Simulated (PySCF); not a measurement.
C4H10O, SMILES CCCCO. Heavy atoms are numbered as in [CH3:1][CH2:2][CH2:3][CH2:4][OH:5]. Hydrogens are named by the atom that carries them.

The structure is a stationary point at B3LYP-D3(BJ)/def2-SVP. One conformer was computed; it need not be the lowest.

Computed with PySCF with B3LYP/def2-TZVP.

ESP charges are fitted to the potential on shells at 1.4 to 2.0 van der Waals radii. Atomic charges (e), one atom of each kind:

```tsv
atom	IAO	ESP fit	Löwdin
C1 (CH3)	[?]	-0.39	-0.31
C2 (CH2)	[?]	0.13	-0.29
C3 (CH2)	-0.24	0.11	-0.27
C4 (CH2)	-0.02	0.19	-0.36
O5 (OH)	[?]	-0.67	-0.04
H on C1	[?]	0.08	0.12
H on C2	0.12	-0.02	0.13
H on C3	0.13	0.01	0.14
H on C4	[?]	-0.02	0.11
H on O5	0.35	0.42	0.17
```

Problem. Fill in the missing entries. (Estimate from the structure and the level; the computed values follow.)

Solution. 
- C1 (CH3), IAO: -0.40
- C2 (CH2), IAO: -0.24
- O5 (OH), IAO: -0.57
- H on C1, IAO: 0.13
- H on C4, IAO: 0.11

Computed Mayer and Wiberg (Löwdin basis) orders of the bonds:
| bond | Mayer | Wiberg |
|---|---|---|
| C1–C2 | 0.98 | 1.29 |
| C2–C3 | 0.96 | 1.22 |
| C3–C4 | 0.98 | 1.25 |
| C4–O5 | 1.08 | 1.59 |
